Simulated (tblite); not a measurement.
Species: C8H7S (doublet state).
Bonds: C1–C2 (double), C2–C3, C3–C4 (aromatic), C4–C5 (aromatic), C5–C6 (aromatic), C6–C7 (aromatic), C7–S8, C7–C9 (aromatic), C3–C9 (aromatic). Hydrogens: H10, H11 on C1; H12 on C2; H13 on C4; H14 on C5; H15 on C6; H16 on C9.
Bond orders are those of one Lewis drawing.

Computed with GFN2-xTB (tblite), gas phase: L-BFGS steps from a force-field or distance-geometry start until the largest atomic force falls under 0.01 eV/Å.

Step 4: E = -649.4692 eV
```
atom  x, y, z in Å  |  force x, y, z in eV/Å
C1     -2.8229   -0.4046    0.5140   -0.026   0.045   0.028
C2     -1.6808   -0.9461    0.1100    0.136  -0.016  -0.043
C3     -0.3710   -0.2998   -0.0047   -0.047   0.021   0.062
C4     -0.1488    1.0461    0.3215    0.003  -0.050  -0.036
C5      1.1143    1.6026    0.1919   -0.012   0.067   0.032
C6      2.1808    0.8504   -0.2540    0.008   0.153   0.035
C7      1.9880   -0.4952   -0.5814   -0.074   0.025   0.037
S8      3.3107   -1.4446   -1.1348    0.013  -0.056  -0.019
C9      0.7140   -1.0513   -0.4485   -0.155  -0.081   0.000
H10    -2.9207    0.6199    0.8230    0.052   0.095   0.007
H11    -3.7306   -0.9845    0.5550    0.056  -0.003  -0.012
H12    -1.6956   -1.9899   -0.1760    0.102  -0.032  -0.035
H13    -0.9587    1.6649    0.6762   -0.018  -0.058  -0.018
H14     1.2732    2.6426    0.4456   -0.041  -0.059  -0.008
H15     3.1608    1.2918   -0.3500    0.019  -0.035  -0.018
H16     0.5796   -2.0935   -0.6990   -0.017  -0.017  -0.013
```

Step 5: E = -649.4709 eV
```
atom  x, y, z in Å  |  force x, y, z in eV/Å
C1     -2.8218   -0.4038    0.5140    0.048   0.017   0.004
C2     -1.6782   -0.9459    0.1098   -0.017   0.008  -0.006
C3     -0.3711   -0.2995   -0.0041   -0.045  -0.021   0.046
C4     -0.1482    1.0445    0.3211    0.003   0.029  -0.015
C5      1.1141    1.6030    0.1918   -0.034   0.009   0.025
C6      2.1808    0.8519   -0.2537   -0.020   0.110   0.032
C7      1.9846   -0.4932   -0.5795   -0.013  -0.048  -0.004
S8      3.3088   -1.4442   -1.1344   -0.019  -0.032  -0.004
C9      0.7115   -1.0525   -0.4486   -0.060   0.003   0.009
H10    -2.9196    0.6212    0.8229    0.054   0.078   0.003
H11    -3.7290   -0.9841    0.5548    0.051  -0.004  -0.011
H12    -1.6930   -1.9896   -0.1767    0.097  -0.031  -0.032
H13    -0.9585    1.6629    0.6753   -0.020  -0.052  -0.014
H14     1.2720    2.6403    0.4453   -0.034   0.030   0.013
H15     3.1609    1.2910   -0.3504    0.035  -0.025  -0.019
H16     0.5792   -2.0929   -0.6990   -0.026  -0.071  -0.026
```

Task: Estimate the geometry and energy of step 6. (The exact step hangs on the optimiser's Hessian estimate; all steps are aligned on step 5, rigid shifts and turns removed.)

Result: E = -649.4722 eV, largest force 0.089 eV/Å
```
atom  x, y, z in Å  |  force x, y, z in eV/Å
C1     -2.8199   -0.4028    0.5141    0.026   0.024   0.009
C2     -1.6768   -0.9457    0.1097   -0.061  -0.013   0.001
C3     -0.3718   -0.2998   -0.0030   -0.016  -0.006   0.028
C4     -0.1477    1.0439    0.3206   -0.034   0.018  -0.003
C5      1.1133    1.6032    0.1921   -0.022   0.023   0.024
C6      2.1803    0.8543   -0.2529   -0.008  -0.014  -0.001
C7      1.9816   -0.4924   -0.5781    0.041  -0.028  -0.018
S8      3.3066   -1.4443   -1.1339   -0.043  -0.012   0.008
C9      0.7089   -1.0530   -0.4485    0.007  -0.001   0.002
H10    -2.9177    0.6233    0.8228    0.057   0.039  -0.007
H11    -3.7268   -0.9839    0.5544    0.050   0.007  -0.009
H12    -1.6891   -1.9897   -0.1779    0.079  -0.015  -0.022
H13    -0.9587    1.6602    0.6743   -0.036  -0.026  -0.003
H14     1.2704    2.6393    0.4455   -0.033   0.079   0.025
H15     3.1618    1.2900   -0.3510    0.023  -0.017  -0.013
H16     0.5782   -2.0939   -0.6995   -0.027  -0.056  -0.022
```

The energy changes by -0.0013 eV. The first-order estimate −F·Δx gives -0.0019 eV and the mean of the old and new forces, exact on a quadratic surface, -0.0013 eV. The step makes an angle of 40° with the force vector and moves no atom by more than 0.004 Å.

The cost below is that of the whole relaxation. Hardware: Arm Neoverse V1, one thread, on a shared host. Cost: 0.23 s of wall time.
